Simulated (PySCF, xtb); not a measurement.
C2H9NOSi2, SMILES C(=N/[SiH2]C)/[SiH2]O.

xtb 6.7.1 with GFN2-xTB at its own geometry gives an orbital gap of 2.00 eV and a dipole moment of 0.73 D.

The structure is a stationary point at B3LYP-D3(BJ)/def2-SVP. The structure was generated by enumeration; whether it is a known compound was not checked. The values are those of a single conformer.

What does PBE/def2-TZVP run with PySCF give? (An estimate is asked for; the answer gives what the named calculation found.)

gap 2.70 eV (levels -5.22 and -2.52 eV), dipole 0.51 D.
